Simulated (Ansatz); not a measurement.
**Reading a saddle point**

A first-order saddle point of CH5GaS, singlet, PBE0-D4/def2-TZVP, with one imaginary mode of 1501i cm⁻¹:

```
8
angstrom
Ga -1.2447 0.1209 0.4468
C 0.8811 0.0680 -0.0450
S -1.8043 -0.9231 -1.2933
H -0.1660 -0.4959 -0.8450
H -1.4795 0.8543 1.7868
H 1.2609 -0.4168 0.8582
H 1.0962 1.1397 -0.0267
H 1.4564 -0.3471 -0.8819
```

Program: Ansatz 0.2.0. Basis: def2-TZVPP and def2-QZVPP. Cores are frozen in the correlated methods. Filled d shells of the heavier atoms are correlated. The def2 sets are not built for correlating such inner shells, so the correlated values are less sure here. Extrapolation: Hartree–Fock as exp(−7.88 √X), correlation as X^−2.97.

Question: Which contacts change along the imaginary mode, and what lies on either side? (A judgement: the text doesn't fix the answer.)

Answer: Computed: The step is CH₅GaS ([CH3][GaH][SH]) → GaHS ([S][GaH]) + CH₄, with the molecules in contact on both sides. Shortening one way: C2–H4; lengthening the same way: Ga1–C2, S3–H4.
| pair | one side (Å) | saddle (Å) | other side (Å) |
| --- | --- | --- | --- |
| C2–H4 | 3.32 | 1.43 | 1.09 |
| Ga1–C2 | 1.96 | 2.18 | 3.46 |
| S3–H4 | 1.34 | 1.75 | 3.50 |

Question: Which side is lower, and how far does the saddle lie above each? (Judge from chemistry; the value comes from the calculation.)

Answer: The calculation gives: The side with Ga1–C2, S3–H4 short is lower by 53.0 kJ/mol; the saddle lies 216.8 kJ/mol above it and 163.8 kJ/mol above the other (CCSD(T) at an estimated basis limit (MP2 extrapolated from triple and quadruple zeta, plus CCSD(T) − MP2 in triple zeta); electronic energies).

The T1 diagnostic stays at or below 0.018.

Labels in which every atom is bracketed show which atoms are joined, not bond orders.

For scale, one of the runs: CCSD(T)/def2-TZVPP, 191 basis functions, launched by `ansatz run in.yaml --threads 4 --pin off --events-out ev --progress --plain --max-ram 9574MiB`. Time: 2.1 min of wall clock on 4 CPU threads of an Intel Xeon; the host was shared. Peak host memory: 2 GiB.
